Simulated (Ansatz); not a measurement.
Stepwise reaction of `[SiH3]/C=C/[SiH3]` with water, as a gas-phase model of exchange steps in deposition or etching. ΔE in kJ/mol.

Computed with Ansatz on PBE0-D4/def2-TZVP structures; ΔE is electronic, products minus reactants. CCSD(T)/CBS adds triple-zeta CCSD(T) − MP2 to the extrapolated MP2 energy (def2 sets, frozen cores). This one scheme is used for every species. Double bonds are as drawn, so ΔE can hold a change between cis and trans. DFT in def2-TZVPP. B3LYP here is the variant with VWN-RPA as its local correlation; programs differ in this. One conformer a species, not always the lowest.

```json
{"step": "1", "reaction": "`[SiH3]/C=C/[SiH3]` + H₂O → `O[SiH2]/C=C/[SiH3]` + H₂", "PBE-D4": "-65.5", "B3LYP-D4": "-72.1", "ωB97M-V": "-72.6", "CCSD(T)/CBS": "-69.6"}
{"step": "2", "reaction": "`O[SiH2]/C=C/[SiH3]` + H₂O → `O[SiH](O)/C=C/[SiH3]` + H₂", "PBE-D4": "-87.3", "B3LYP-D4": "-93.4", "ωB97M-V": "-94.8", "CCSD(T)/CBS": "-91.5"}
{"step": "3", "reaction": "`O[SiH](O)/C=C/[SiH3]` + H₂O → `O[SiH2]/C=C\\[SiH](O)O` + H₂", "PBE-D4": "-73.6", "B3LYP-D4": "-80.4", "ωB97M-V": "-77.4", "CCSD(T)/CBS": "-73.1"}
```

(1) By hand: ΔE of the 3 steps together at CCSD(T)/CBS.

Results:

(1) (-69.6) + (-91.5) + (-73.1) = -234.2 kJ/mol, or -78.1 kJ/mol a step.

In ΔE step 2 is the lowest and step 1 the highest. All are downhill at CCSD(T)/CBS. PBE-D4 differs from CCSD(T)/CBS by -0.5 to 4.2 kJ/mol a step. Isolated molecules leave out the surface, adducts and barriers. Largest T1 diagnostic: 0.012.
